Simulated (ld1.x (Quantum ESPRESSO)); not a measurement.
**Configuration tests for O (Z = 8) (TM)**

- Element: O (Z = 8)
- Generator: ld1.x (Quantum ESPRESSO) 7.5
- Type: norm-conserving Troullier–Martins (Kleinman–Bylander form)
- Functional: revPBE
- Relativity: non-relativistic
- Frozen core: [He]
- Valence charge: 6
- Reference configuration: 2s2 2p4
- Partial waves: 2s (bound): rc 0.65 bohr; 2p (bound): rc 1.75 bohr
- Local potential: all-electron potential smoothed inside 1.00 bohr (lloc = -2)
- Core correction: Bessel-smoothed model core inside 0.50 bohr

Energies are relative to the spin-unpolarised reference configuration 2s2 2p4; without spin polarisation the order of configurations can differ from experiment. The frozen-core shift is the all-electron ΔE with the core orbitals held at their reference shape minus the fully relaxed ΔE.

```csv
valence configuration,charge,ΔE all-electron (eV),error AE − PS (meV),frozen-core shift (meV)
2s2 2p1,+3,103.699,+1372,+7.1
2s2 2p3.5,+0.5,6.260,+4.5,0.0
2s2 2p0,+4,180.466,+3973,+26
2s1 2p4,+1,31.654,-90,+0.5
2s2 2p4.3,-0.3,-2.106,+0.3,0.0
```

**Question.** What are ΔE and the potential's error for 2s2 2p2?

**Answer.** ΔE = 49.910 eV all-electron; the error (AE − PS) is +325 meV.

**Question.** What are ΔE and the potential's error for 2s2 2p3?

**Answer.** ΔE = 16.379 eV all-electron; the error (AE − PS) is +34 meV.

Levels in the configuration 2s2 2p3:

| level | all-electron (eV) | pseudo (eV) |
| --- | --- | --- |
| 2s | -39.663 | -39.688 |
| 2p | -24.398 | -24.294 |
